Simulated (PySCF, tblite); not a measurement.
Isomers of C4H13ClOSi2, one GFN2-xTB conformer each. Single-point energies are computed at PBE0/pcSseg-1 (PySCF, gas phase, no added dispersion term), electronic only.

Problem. Rank them by PBE0/pcSseg-1 energy, lowest first (kJ/mol).
A. `[CH3:1][O:2][Si@@:3]([SiH3:4])([Cl:5])[CH:6]([CH3:7])[CH3:8]` with C1–O2–Si3–Si4 -59°, O2–Si3–C6–C7 -173°
B. `[CH3:1][O:2][Si@H:3]([CH2:4][Cl:5])[CH2:6][CH2:7][SiH3:8]` with C1–O2–Si3–C4 177°, O2–Si3–C4–Cl5 -81°, O2–Si3–C6–C7 169°, Si3–C6–C7–Si8 -179°
C. `[CH3:1][O:2][SiH2:3][SiH2:4][C@H:5]([CH3:6])[CH2:7][Cl:8]` with C1–O2–Si3–Si4 -179°, O2–Si3–Si4–C5 -168°, Si3–Si4–C5–C6 -55°, Si4–C5–C7–Cl8 -173°
D. `[CH3:1][O:2][SiH2:3][CH2:4][CH2:5][Si@H:6]([CH3:7])[Cl:8]` with C1–O2–Si3–C4 179°, O2–Si3–C4–C5 180°, Si3–C4–C5–Si6 179°, C4–C5–Si6–C7 177°

Solution. D (0.0), A (16.1), B (171.1), C (200.4).

As drawn, the highest has an Si–Si bond, which the lowest lacks. GFN2-xTB itself gives, in the same order: 0.0, 7.2, 146.5, 114.3. Both levels put the same isomer lowest; measured from each level's own lowest isomer, the values differ by up to 86.1 kJ/mol (CO[SiH2][SiH2][C@H](C)CCl: 114.3 against 200.4).

Problem. Which frontier levels, dipoles and rotational constants go with these structures?

Solution. 
| SMILES | HOMO (eV, PBE0/pcSseg-1) | LUMO (eV) | dipole (D) | A, B, C (MHz) |
| --- | --- | --- | --- | --- |
| CO[SiH2]CC[Si@H](C)Cl | -7.82 | 0.59 | 2.29 | 2677, 389.8, 353.1 |
| CO[Si@@]([SiH3])(Cl)C(C)C | -7.69 | -0.18 | 1.35 | 1125, 909.7, 855.2 |
| CO[Si@H](CCl)CC[SiH3] | -7.64 | 0.55 | 2.47 | 1271, 648.9, 484.3 |
| CO[SiH2][SiH2][C@H](C)CCl | -7.94 | -0.57 | 3.05 | 4291, 366.7, 350.3 |

Problem. What happens when harmonic zero-point energies from GFN2-xTB frequencies are added?

Solution. 
```json
{"SMILES": "CO[SiH2]CC[Si@H](C)Cl", "ZPE (kJ/mol)": "419.0", "electronic (kJ/mol)": "0.0", "with ZPE (kJ/mol)": "0.0"}
{"SMILES": "CO[Si@@]([SiH3])(Cl)C(C)C", "ZPE (kJ/mol)": "421.0", "electronic (kJ/mol)": "16.1", "with ZPE (kJ/mol)": "18.2"}
{"SMILES": "CO[Si@H](CCl)CC[SiH3]", "ZPE (kJ/mol)": "411.2", "electronic (kJ/mol)": "171.1", "with ZPE (kJ/mol)": "163.3"}
{"SMILES": "CO[SiH2][SiH2][C@H](C)CCl", "ZPE (kJ/mol)": "413.8", "electronic (kJ/mol)": "200.4", "with ZPE (kJ/mol)": "195.3"}
```

The zero-point energies span 9.8 kJ/mol. The order is unchanged.
